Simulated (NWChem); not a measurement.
System: isocyanic acid (CHNO); SMILES N=C=O

All runs: NWChem. Pople sets run with spherical d functions. Each level has its own optimisation; frequencies are unscaled.

| level | r C–N (Å) | r H–N (Å) | r C–O (Å) | highest harmonic frequency (cm⁻¹) | lowest (cm⁻¹) | zero-point energy (kcal/mol) | dipole (D) |
|---|---|---|---|---|---|---|---|
| BLYP/def2-SVP | 1.227 | 1.019 | 1.182 | 3581 | 540 | 12.9 | 2.16 |
| Hartree-Fock/3-21G | 1.160 | 0.976 | 1.177 | 4108 | 179 | 13.8 | 3.47 |
| B3LYP/6-31G* | 1.219 | 1.009 | 1.175 | 3684 | 565 | 13.4 | 2.23 |
